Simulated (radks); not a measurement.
Question: These are the eigenvalues of the occupied orbitals of an atom or ion with whole-number occupations (eV). Method: Dirac Kohn-Sham, BLYP, spin-unpolarised, spherical densities, finite nucleus; Fermi nuclear charge, rms radius of each element as measured or else 0.836 A^(1/3) + 0.57 fm; computed with a radial shooting solver on a logarithmic mesh with Libxc functionals.

1s1/2: -67296.32
2s1/2: -11584.41
2p1/2: -11075.48
2p3/2: -9804.932
3s1/2: -2680.320
3p1/2: -2453.561
3p3/2: -2180.050
3d3/2: -1796.183
3d5/2: -1736.597
4s1/2: -574.0104
4p1/2: -480.4518
4p3/2: -417.4444
4d3/2: -263.5000
4d5/2: -251.9271
5s1/2: -107.3869
5p1/2: -79.9153
5p3/2: -70.7882
4f5/2: -60.5882
4f7/2: -58.5979
5d3/2: -34.8703
5d5/2: -33.9642
6d3/2: -14.3616
6d5/2: -14.1730

Which element is it, and in what charge state? The configuration may be excited. Open shells, if any, are shared by 2j + 1.

Answer: Z = 73, tantalum, charge +3: Ta3+ in [Xe] 4f14 5d1 6d1. The list shows which subshells hold electrons but not how many an open one holds; the 1s level, -2473.1 hartree, gives Z - s = 70.3 by -(Z - s)^2/2, which with screening and relativity narrows Z to a few neighbours, and the depths of the outer levels then fix element, charge and occupations together.
